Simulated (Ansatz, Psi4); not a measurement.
The Psi4 input:
```
memory 2 GB

molecule {
0 2
O     0.00320980    0.03712410    1.10077705
C    -0.00470459    1.13278412    0.30613156
C     0.00607725   -1.03890390    0.29073263
C    -0.00668530    0.73246643   -0.98335742
C     0.00019942   -0.67268721   -1.02298200
H    -0.00805670    2.09460371    0.77436666
H     0.01233026   -2.00397519    0.75783522
H     0.00072736   -1.30957797   -1.88156691
}

set {
  basis sto-3g
  reference uks
  scf_type pk
  puream true
  d_convergence 1e-8
  dft_radial_points 99
  dft_spherical_points 590
}

energy('bhhlyp')
print_variables()
```

Task: Convert this to an input for Ansatz (an electronic-structure program).

Result: This is not unique; one that fits is 
Ansatz 0.2 input:
```yaml
crystal:
  periodic: [false, false, false]
  atoms:
    - {symbol: O, position_ang: [0.00320980, 0.03712410, 1.10077705]}
    - {symbol: C, position_ang: [-0.00470459, 1.13278412, 0.30613156]}
    - {symbol: C, position_ang: [0.00607725, -1.03890390, 0.29073263]}
    - {symbol: C, position_ang: [-0.00668530, 0.73246643, -0.98335742]}
    - {symbol: C, position_ang: [0.00019942, -0.67268721, -1.02298200]}
    - {symbol: H, position_ang: [-0.00805670, 2.09460371, 0.77436666]}
    - {symbol: H, position_ang: [0.01233026, -2.00397519, 0.75783522]}
    - {symbol: H, position_ang: [0.00072736, -1.30957797, -1.88156691]}
basis:
  gaussian:
    orbitals: STO-3G
hamiltonian:
  xc: {name: BHLYP}
magnetization: {spin_polarized: true, initial_magnetization: 1}
accuracy: high
```

Both were run: Psi4 gave -226.272862 Eh and Ansatz -226.272862 Eh, 0.000 mEh apart.
